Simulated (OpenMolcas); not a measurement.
4d5 along the 41-electron sequence

```
Program             : OpenMolcas
Method              : SS-CASPT2, IPEA 0.25 Eh, imaginary shift 0.1 Eh
Basis               : ANO-RCC-VQZP
Scalar Hamiltonian  : DKH2, point nucleus
Spin-orbit coupling : state interaction with AMFI integrals over the reference wave functions, term energies averaged over their components
```

Active space for each ion: 5 electrons in 5 orbitals (4d); closed shells correlated by CASPT2: 4s 4p.

Computed levels in cm-1 above 6S 5/2:

| Level | Ru3+ | Rh4+ | Pd5+ | Ag6+ |
| --- | --- | --- | --- | --- |
| 4G 5/2 | 23270 | 26050 | 28670 | 31170 |
| 4G 7/2 | 23500 | 26410 | 29210 | 32010 |
| 4G 11/2 | 23570 | 26520 | 29380 | 32260 |
| 4G 9/2 | 23640 | 26620 | 29520 | 32460 |
| 4P 3/2 | 26140 | 29240 | 32160 | 34860 |
| 4P 1/2 | 26840 | 30190 | 33380 | 36380 |
| 4D 7/2 | 27960 | 31480 | 34860 | 38270 |
| 4D 1/2 | 28820 | 32690 | 36470 | 40290 |
| 4D 5/2 | 29350 | 33310 | 37160 | 40970 |
| weight of 6S in the lowest level (%) | 99 | 99 | 98 | 98 |

Mixed levels, with the weight of the term that names them: Ru3+ 4P 3/2 (59 %), Ru3+ 4P 1/2 (71 %), Ru3+ 4D 1/2 (72 %), Ru3+ 4D 5/2 (59 %), Rh4+ 4P 3/2 (57 %), Rh4+ 4P 1/2 (68 %), Rh4+ 4D 1/2 (69 %), Rh4+ 4D 5/2 (57 %), Pd5+ 4P 3/2 (55 %), Pd5+ 4P 1/2 (66 %), Pd5+ 4D 1/2 (67 %), Pd5+ 4D 5/2 (55 %), Ag6+ 4P 3/2 (55 %), Ag6+ 4P 1/2 (68 %), Ag6+ 4D 1/2 (69 %), Ag6+ 4D 5/2 (56 %).

Measured, with the error of the calculation in %. Measured levels: Ag6+ from the list in Gamrath, thesis, University of Mons (2023).

```tsv
Level	Ag6+
4G 5/2	29390 (+6.1)
4G 7/2	30378 (+5.4)
4G 11/2	30662 (+5.2)
4G 9/2	30907 (+5.0)
4P 3/2	32994 (+5.7)
4P 1/2	34605 (+5.1)
4D 7/2	36485 (+4.9)
4D 1/2	38685 (+4.2)
4D 5/2	39299 (+4.2)
```

4G 5/2 changes by a factor of 1.34 over the same range, with steps per unit of Z of +2780, +2620, +2500 cm-1.

CASPT2 breaks the degeneracy within a term, and the mean is taken; among the terms shown or strongly mixed into the levels shown the widest spread is 75 cm-1 (4d5 4G, Pd5+). Computed and measured levels are paired by configuration, term and J; levels that our copy of the source lacks, or whose pairing is in doubt (as where it misses far off the trend of its configuration), stay unpaired and out of the deviations. Levels of configurations outside the active space are missing.
